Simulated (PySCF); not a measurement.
Exercise with solution: oscillator strength and radiative lifetime

Cl₂H₂O₂Zr, SMILES [OH][Zr]([OH])([Cl])[Cl], multiplicity 1.

The structure is a stationary point at B3LYP-D3(BJ)/def2-SVP. The multiplicity is an assumed one; no other spin state was optimised. The structure was generated by enumeration; whether it is a known compound was not checked. The def2 effective core potentials stand for the cores of Zr; spin–orbit coupling is left out. The values are those of a single conformer.

TDA-PBE/def2-SVPD run with PySCF puts the first singlet state with f over 0.02 at 5.57 eV (vertical), with the transition dipole (0.410, 0.000, 0.000) in atomic units.

Problem. Find the oscillator strength, the wavelength and the radiative lifetime that this transition would have in vacuum if emission retraced absorption.

Solution. 
|μ|² = 0.1681 au, so |μ| = 1.04 D. ΔE = 5.57/27.211 = 0.2047 hartree. f = (2/3) ΔE |μ|² = 0.023 (the program prints 0.023).
λ = 1239.84/5.57 = 223 nm; ν = 44925 cm⁻¹.
Einstein's coefficient A = 0.6670 ν² f s⁻¹ (ν in cm⁻¹) = 3.1e7 s⁻¹, so τ = 1/A = 32 ns. This state is S3; the lower singlets have f = 0.000, 0.000. The figure is the radiative limit of this one transition; relaxation, internal conversion, crossing to triplets and a medium change what is measured.
